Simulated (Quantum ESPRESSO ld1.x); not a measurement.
All-electron atom: K6+ in [Ne] 3s2 3p1 (the NIST ground configuration). Calculated with ld1.x of Quantum ESPRESSO 7.5: Dirac Kohn-Sham, LDA (Slater exchange, Perdew-Zunger correlation), spin-unpolarised, spherical densities, point nucleus; open shells are shared between the two j in proportion to 2j + 1. Some entries of the table are withheld. Estimate them.

| orbital | occ. | eigenvalue (eV) | <1/r> (bohr^-1) |
|---|---|---|---|
| 1s1/2 | 2 | (1) | 18.67 |
| 2s1/2 | 2 | (2) | (3) |
| 2p1/2 | 2 | (4) | 3.749 |
| 2p3/2 | 4 | (5) | 3.713 |
| 3s1/2 | 2 | (6) | 1.272 |
| 3p1/2 | 0.333333 | -108.031 | (7) |
| 3p3/2 | 0.666667 | -107.593 | (8) |

Answer. 
(1) 1s1/2 eigenvalue (eV): -3627.83
(2) 2s1/2 eigenvalue (eV): -462.500
(3) 2s1/2 <1/r> (bohr^-1): 3.817
(4) 2p1/2 eigenvalue (eV): -393.044
(5) 2p3/2 eigenvalue (eV): -390.110
(6) 3s1/2 eigenvalue (eV): -126.354
(7) 3p1/2 <1/r> (bohr^-1): 1.195
(8) 3p3/2 <1/r> (bohr^-1): 1.188
